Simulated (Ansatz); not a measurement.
`CN(C)c1ccc(-c2ccc(-c3ccc(-c4ccc(-c5ccc(-c6ccc(C#N)[te]6)[te]5)[te]4)[te]3)[te]2)[te]1`, 53 atoms. Hardware: 2 threads of AMD EPYC 7R13 on a shared host and a share (18 GiB) of an NVIDIA H100 80GB HBM3.

In the def2 sets Te takes a core potential; there is no spin–orbit coupling. Correlated methods freeze 53 core orbitals; core or outer-core shells of Te are correlated, in sets that lack core-valence functions. Single mean-field runs in def2-SVP, def2-mTZVP are fitted with def2-universal-jkfit.

(1) How many basis functions does each of these Ansatz runs have, and roughly what does it cost? PBE-QIDH/def2-SVP, charge 0 singlet, energy, from earlier orbitals; B2PLYP/def2-SVP, charge 0 singlet, energy, from earlier orbitals; PBE-D4/def2-SVP, charge 0 triplet at the geometry of the charge 0 singlet, energy, from earlier orbitals; PBE0-D4/def2-SVP, charge 0 triplet at the geometry of the charge 0 singlet, energy; PBE0-D4/def2-SVP, charge -1 doublet, energy, from earlier orbitals; PBE0-D4/def2-SVP, charge -1 doublet at the geometry of the charge 0 singlet, energy; PBE-D4/def2-SVP, charge -1 doublet, energy, from earlier orbitals; r2SCAN-D4/def2-mTZVP, charge 0 singlet, energy, from earlier orbitals; PBE0-D4/def2-SVP, charge 0 singlet, energy and forces, from earlier orbitals; r2SCAN-D4/def2-SVP, charge 0 singlet, energy, from earlier orbitals; r2SCAN-D4/def2-SVP, charge -1 doublet, relaxation, 4 steps; PBE-D4/def2-SVP, charge -1 doublet at the geometry of the charge 0 singlet, energy, from earlier orbitals.

Answers

(1) Other jobs shared the machine, so times can vary by a factor of up to 3.

```tsv
run	functions	fitting or Cholesky vectors	wall time	peak host memory (GiB)
r2SCAN-D4/def2-SVP, charge 0 singlet, energy, from earlier orbitals	652	3811	9.5 s	1.2
B2PLYP/def2-SVP, charge 0 singlet, energy, from earlier orbitals	652	3811	9.5 s	3.2
PBE-D4/def2-SVP, charge -1 doublet at the geometry of the charge 0 singlet, energy, from earlier orbitals	652	3811	11 s	1.3
PBE-D4/def2-SVP, charge 0 triplet at the geometry of the charge 0 singlet, energy, from earlier orbitals	652	3811	13 s	1.3
PBE-D4/def2-SVP, charge -1 doublet, energy, from earlier orbitals	652	3811	13 s	1.3
PBE-QIDH/def2-SVP, charge 0 singlet, energy, from earlier orbitals	652	3811	14 s	3.2
r2SCAN-D4/def2-mTZVP, charge 0 singlet, energy, from earlier orbitals	821	3811	14 s	1.2
PBE0-D4/def2-SVP, charge 0 singlet, energy and forces, from earlier orbitals	652	3811	16 s	2.2
PBE0-D4/def2-SVP, charge -1 doublet, energy, from earlier orbitals	652	3811	19 s	1.3
PBE0-D4/def2-SVP, charge 0 triplet at the geometry of the charge 0 singlet, energy	652	3811	20 s	1.4
PBE0-D4/def2-SVP, charge -1 doublet at the geometry of the charge 0 singlet, energy	652	3811	30 s	1.3
r2SCAN-D4/def2-SVP, charge -1 doublet, relaxation, 4 steps	652	3811	71 s	1.3
```
